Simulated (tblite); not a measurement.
Species: C5H11NO3Si.
Z-matrix (Å and degrees, GFN2-xTB geometry), rows numbered from 1:
```
C 
C   1  1.5186
O   2  1.4237  1  108.59
C   3  1.3846  2  114.04  1  -174.56
C   4  1.5272  3  109.84  2   178.44
Si  5  1.9126  4   83.60  3  -107.41
C   6  1.9262  5  113.24  4    99.23
N   7  1.3493  6  113.26  5   -41.55
O   7  1.2152  6  123.93  5   138.56
O   4  1.4285  3  110.70  2    68.34
H   1  1.0869  2  110.49  3    63.73
H   1  1.0866  2  109.80  3   -56.19
H   1  1.0860  2  109.66  3  -176.22
H   2  1.0996  1  110.69  3   119.54
H   2  1.0967  1  110.98  3  -120.06
H   4  1.0995  3  111.10  2   -51.61
H   5  1.0843  4  112.14  3    12.85
H   5  1.0835  4  112.28  3   136.73
H   6  1.4508  5  119.63  4  -115.99
H   8  1.0090  7  119.66  6  -177.94
H   8  1.0099  7  120.77  6    -1.51
```

Computed values, GFN2-xTB/tblite, gas phase, harmonic and unscaled. Against measured fundamentals such values can be off by several per cent, at times by over 20. Modes of hydrogen on silicon can be 10 to 20 % off. One conformer, not necessarily the lowest.

Harmonic wavenumbers (cm⁻¹): 36.3, 63.7, 69.6, 112.1, 118.5, 154.0, 194.4, 213.2, 301.4, 354.7, 399.3, 416.9, 451.8, 456.7, 534.1, 534.7, 616.9, 622.1, 648.0, 670.4, 710.1, 754.7, 837.7, 861.1, 906.8, 956.1, 977.0, 1056.0, 1063.2, 1091.0, 1121.3, 1149.7, 1161.1, 1167.4, 1245.6, 1257.7, 1261.9, 1303.0, 1344.6, 1400.6, 1441.6, 1450.5, 1477.9, 1487.7, 1492.2, 1719.0, 2376.4, 2863.2, 2875.9, 2921.0, 3041.9, 3044.2, 3047.4, 3051.5, 3054.3, 3386.8, 3469.2.

A = 1759, B = 801.8, C = 625.4 MHz; mass 161.051 u (most abundant isotopes); point group C1, symmetry number 1.

What is the zero-point energy?

½Σν̃ = 35398 cm⁻¹ = 423.45 kJ/mol.

Give the ideal-gas entropy at 298.15 K and 1 bar in the rigid-rotor, harmonic-oscillator model (classical rotation).

Translation 172.23, rotation 126.68, vibration 157.81: S = 456.7 J/(mol K).

And Cp and H(298.15 K) − H(0)?

Cp = 190.55 J/(mol K), of which vibrations give 157.29 (their classical limit is 57 R = 473.9); H(298.15 K) − H(0) = 34.11 kJ/mol without the zero-point energy, 24.19 from vibrations.

How do the functions run with temperature in this model?

```tsv
T (K)	S (J/(mol K))	Cp (J/(mol K))	H − H(0) (kJ/mol)	G − H(0) (kJ/mol)	ln q(vib)
150	354.4	115.8	11.40	-41.76	4.28
250	425.3	166.5	25.51	-80.83	7.64
400	519.5	237.6	55.97	-151.82	12.52
600	630.0	307.7	110.98	-267.04	18.78
900	768.3	373.2	213.97	-477.53	27.45
```

q(vib) and H(0) count from the zero-point level.

Which modes carry the vibrational entropy at 298.15 K?

36.3 cm⁻¹: 22.81; 63.7 cm⁻¹: 18.16; 69.6 cm⁻¹: 17.42; 112.1 cm⁻¹: 13.52; 118.5 cm⁻¹: 13.07; 154.0 cm⁻¹: 10.97 J/(mol K); the other 51 give 61.86 together.

What must be added to the electronic energy to get the Gibbs energy at 298.15 K and 1 bar?

ZPE + [H(298.15 K) − H(0)] − T·S = 423.45 + 34.11 − 136.17 = 321.39 kJ/mol.

Blend soft modes into free rotors: weight 1/[1 + (100 cm⁻¹/ν̃)⁴] for the oscillator and the rest for a rotor with moment μB/(μ + B), μ = h/(8π²ν), B = 10⁻⁴⁴ kg m². What vibrational entropy results?

142.89 J/(mol K) in place of 157.81, which changes −T·S at 298.15 K by +4.45 kJ/mol.

Hindered rotation and anharmonicity are outside this model. Other conformers, if any are populated, would add a mixing term that is left out. The structure is chiral; the term R ln 2 for an equal mix with its mirror image is left out.

On Arm Neoverse V2, one thread, no GPU, shared host, this took 0.86 s. The figure is for the frequency step alone.
